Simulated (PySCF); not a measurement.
Si(H)2(Me)(NEt2), SMILES CCN(CC)[SiH2]C, GFN2-xTB optimised geometry. Atoms within 1.6 Å of the plane z = 0.6 Å (x, y, z in Å): Si1 (-0.10, 0.55, 0.00), C2 (-0.67, -0.36, 1.57), H8 (-0.57, 1.94, 0.00), H9 (1.38, 0.55, 0.00), H11 (-1.74, -0.46, 1.61), H12 (-0.22, -1.34, 1.66), H18 (-1.38, -1.94, -0.45).

Method: PBE0/def2-SVP run with PySCF.

Map of the electrostatic potential (hartree/e), clipped to [-0.08, 0.12] on the plane z = 0.6 Å:

```
|                               |
|                               |
|                               |
|                               |
|                               |
|            ...                |
|           :-=-..              |
|          .-#@*-::..           |
|          .=@@@#+=-.           |
|         .:+@@@@@@*-.          |
|        .:=%@@@@@@@+:.         |
|        .-*@@@@@@@@%+-.        |
|       .:=@@@@@@@@@@@*-.       |
|       .:=@@@@@@@@@@@%=.       |
|       .:=%@@@@@@@@@%*-.       |
|      ..:-#@@@@@@@@#=:.        |
|     ...:-*@@@@@@@@=:.         |
|    ....:-+@@@@@@@+-.          |
|   .....::=*@@@%#+-:.          |
|   ......:-=+++==-:..          |
|  ......:::------::...         |
|  ......:::-:---::....         |
| .......:---::::::.....        |
|........:---:::::.......       |
|........:::::::..........      |
|.........::::.............     |
|..........................     |
|..........................     |
|...........................    |
|...........................    |
|...........................    |
```
Scale: ten equal steps from -0.012 (start of ' ') to 0.120 (end of '@'), in the order ' .:-=+*#%@'; x runs from -4.00 to 4.00, y from -4.00 (bottom) to 4.00 (top).
